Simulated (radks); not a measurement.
Problem. Valence configurations of the bromine ion Br3+ (all share [Ar]). All-electron calculation, scalar-relativistic Kohn-Sham, PBEsol, spin-polarised, spherical densities, point nucleus; open shells are filled with parallel spins first. Program: a radial shooting solver on a logarithmic mesh with Libxc functionals. Order these by energy: 3d8 4s2 4p4; 3d10 4s1.5 4p2.5; 3d10 4p4; 3d9 4s2 4p3; 3d9.5 4s2 4p2.5; 3d10 4s1 4p3; 3d9 4s1.5 4p3.5; 3d10 4s2 4p2.

Solution. From the lowest, in eV above it: 3d10 4s2 4p2 0.000; 3d10 4s1.5 4p2.5 5.561; 3d10 4s1 4p3 10.474; 3d10 4p4 28.876; 3d9.5 4s2 4p2.5 33.060; 3d9 4s2 4p3 68.474; 3d9 4s1.5 4p3.5 76.016; 3d8 4s2 4p4 150.26. NIST lists [Ar] 3d10 4s2 4p2 as the ground configuration; this level of theory agrees among the configurations tried. The energies are those of spherical high-spin densities, not of single terms.
